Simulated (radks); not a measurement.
Task: These are the eigenvalues of the occupied orbitals of an atom or ion with whole-number occupations (eV). Method: non-relativistic Kohn-Sham, PBE, spin-polarised, spherical densities, point nucleus; computed with a radial shooting solver on a logarithmic mesh with Libxc functionals.

| orbital | eigenvalue |
|---|---|
| 1s up | -59353.24 |
| 1s down | -59306.36 |
| 2s up | -13840.72 |
| 2s down | -13763.62 |
| 2p up | -13610.48 |

Which element is it, and in what charge state? The configuration may be excited. Open shells, if any, are filled with parallel spins first.

Result: Z = 68, erbium, charge +61: Er61+ in [He] 2s2 2p3. The list shows which subshells hold electrons but not how many an open one holds; the 1s level, -2181.2 hartree, gives Z - s = 66.0 by -(Z - s)^2/2, which with screening narrows Z to a few neighbours, and the depths of the outer levels then fix element, charge and occupations together.
